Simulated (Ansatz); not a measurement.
Reaction (ligand exchange at a Ge–N bond): `[NH2][GeH2][NH][GeH2][NH2]` + `N[SiH2]S` → `N[SiH2][S][GeH2][NH2]` + `[NH2][GeH2][NH2]`

Program: Ansatz. Geometries: PBE0-D4/def2-TZVP. ΔE: electronic, gas phase. CCSD(T)/CBS adds triple-zeta CCSD(T) − MP2 to the extrapolated MP2 energy (def2 sets, frozen cores). Functionals use def2-TZVPP. B3LYP here is the variant with VWN-RPA as its local correlation; programs differ in this. For Ge outer-core shells are correlated without core-valence functions, which leaves a few kJ/mol of doubt a bond. Scalar relativity is left out up to krypton. One conformer a species, not always the lowest.

| level | ΔE (kcal/mol) | difference from CCSD(T)/CBS |
| --- | --- | --- |
| PBE-D4 | -12.3 | -2.7 |
| r2SCAN-D4 | -11.6 | -2.0 |
| B3LYP-D4 | -10.6 | -1.0 |
| B2PLYP | -9.6 | 0.0 |
| r2SCAN | -11.5 | -1.9 |
| PBE0 | -11.5 | -1.9 |
| HF/def2-TZVPP | -7.9 | 1.7 |
| CCSD/def2-TZVPP | -8.6 | 1.0 |
| CCSD(T)/def2-TZVPP | -9.1 | 0.5 |
| MP2/def2-QZVPP | -10.2 | -0.6 |
| CCSD(T)/CBS | -9.6 | 0 |

Largest T1 diagnostic among the species: 0.011.

In def2-TZVPP, CCSD(T) changes the Hartree–Fock value by −1.2 kcal/mol (the triples alone add −0.5 kcal/mol) and MP2 by −2.0 kcal/mol. The D4 term adds −0.9 kcal/mol with B3LYP and −0.5 kcal/mol with PBE0; it sums over pairs of atoms, weighted by their polarisabilities, and B3LYP, whose exchange is more repulsive, gets the larger term.
